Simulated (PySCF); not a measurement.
**RuO₂(OH), quartet: molecular constants**

Computed with UPBE0 in PySCF with Ru def2-TZVP with ECP28, O def2-TZVP, H def2-TZVP; scalar-relativistic core potentials, no spin–orbit coupling; density-fitted integrals.

The structure is a minimum.

* Point group: Cs
* Bond lengths: O–H 0.963 Å, Ru–O 1.688 Å (×2), Ru–O 1.859 Å
* Bond angles: H–O–Ru 119.8°, O–Ru–O 113.6°, O–Ru–O 123.2° (×2)
* Lowest empty level (β): -4.61 eV
* Principal quadrupole moments (Buckingham, traceless) about the centre of mass: -6.74, -3.58, 10.32 D Å
* Atomisation energy without zero-point energy: 1669 kJ/mol
* Enthalpy at 298.15 K above 0 K: 16.12 kJ/mol
* Dipole moment: 2.64 D
* Zero-point energy: 48.5 kJ/mol
* Rotational constants: 0.2613, 0.1898, 0.1109 cm⁻¹
* Entropy at 298.15 K and 1 bar (electronic part: spin only): 323.7 J/(mol K)
* Highest occupied level (α): -7.76 eV
* Principal polarisabilities: 28.2, 49.5, 50.6 bohr³
* Rotational symmetry number: 1
* Heat capacity Cp at 298.15 K: 73.4 J/(mol K)
* Spin squared ⟨S²⟩: 3.761

Harmonic modes (masses in u: Ru 101.904, O 15.995, H 1.008):
| symmetry | ω (cm⁻¹) | IR (km/mol) |
| --- | --- | --- |
| a' | 168 | 21.5 |
| a'' | 214 | 16.7 |
| a'' | 228 | 114 |
| a' | 321 | 0.6 |
| a' | 708 | 165 |
| a' | 742 | 70.3 |
| a'' | 905 | 117 |
| a' | 975 | 58.3 |
| a' | 3841 | 144 |

Charges (e):
```tsv
atom	Mulliken	Löwdin	polar tensor	spin (Mulliken)	Mayer order to Ru1
Ru1	1.44	0.74	1.54	1.98	–
O2,3	-0.53	-0.28	-0.52	0.50	1.67
O4	-0.73	-0.35	-0.82	0.01	0.79
H5	0.35	0.17	0.32	0.01	0.02
```
Other Mayer orders above 0.3: O–H 0.87.

Mulliken populations on Ru1 (electrons outside its core potential): s 2.31, p 6.21, d 6.00, f 0.04.

Other isomers or separated fragments may lie lower. Open d and f shells are described by one determinant, and the ground state may have another occupation or spin. At this level a doublet minimum of Cs symmetry lies 33 kJ/mol below this structure.

The final relaxation and frequency run took 2.5 min on 4 threads of a shared Arm Neoverse V1 host, with 139 basis functions and 21 gradients; the process peaked at 1.6 GiB.
